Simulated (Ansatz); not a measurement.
As(iPr)3 (C9H21As). The state is a singlet with charge 0. Geometry PBE-D4/def2-SVP, basis def2-TZVP, Ansatz.

| run | HOMO (eV) | LUMO (eV) |
| --- | --- | --- |
| A | -6.20 | 0.79 |
| B | -5.19 | -0.05 |
| C | -8.53 | 3.70 |
| D | -5.39 | 0.22 |
| E | -5.13 | 0.08 |

Task: The runs used HF, PBE, PBE0, r2SCAN, revPBE. Estimate which is which.

Result: A PBE0 (25 % exact exchange); B PBE (0 % exact exchange); C HF (100 % exact exchange); D r2SCAN (0 % exact exchange); E revPBE (0 % exact exchange). Exact exchange lowers occupied and raises empty levels; among semilocal functionals meta-GGAs tend to open the gap a little, and such runs are hard to tell apart. The gap grows from 5.14 eV (PBE) to 12.23 eV (HF).
